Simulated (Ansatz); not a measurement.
Two isomers of FH3NNbO2: A = `[NH2][Nb](=[O])([OH])[F]`, B = `[NH]=[Nb]([OH])([OH])[F]`.

Computed with Ansatz on PBE0-D4/def2-TZVP structures; ΔE is electronic, products minus reactants. CCSD(T)/CBS is the MP2 limit (def2-TZVPP, def2-QZVPP) plus CCSD(T) − MP2 in def2-TZVPP, frozen cores. Functionals use def2-TZVPP. def2 core potentials past Kr. For Nb outer-core shells are correlated without core-valence functions, which leaves a few kJ/mol of doubt a bond. Each species was taken in one conformer, which may not be the lowest.

Problem. Which isomer does CCSD(T)/CBS put lower? Give the gap. (Best estimate.)

Solution. Computed: A, by 54.9 kJ/mol.

Problem. Give E(B) − E(A) in kJ/mol with LDA (SPW92), BLYP-D4, CCSD(T)/def2-SVP, PBE0-D4, B2PLYP, MP2/def2-TZVPP, PBE-D4. (Best estimate.)

Solution. Ansatz gave: LDA (SPW92) 57.4, BLYP-D4 63.2, CCSD(T)/def2-SVP 58.2, PBE0-D4 59.2, B2PLYP 64.3, MP2/def2-TZVPP 65.5, PBE-D4 63.4. None reverses the order clearly.

Problem. Does the order hold for the free energy at 298.15 K (harmonic terms from PBE0-D4)? (Estimate.)

Solution. Ansatz gave: Yes: G(B) − G(A) = +52.1 kJ/mol, for one conformer each.

Largest T1 diagnostic: 0.022.

At CCSD(T), def2-SVP lies +3.3 kJ/mol from the extrapolated value and def2-TZVPP +3.7 kJ/mol. In def2-TZVPP, CCSD(T) changes the Hartree–Fock value by +6.7 kJ/mol (the triples alone add +2.2 kJ/mol) and MP2 by +13.6 kJ/mol.
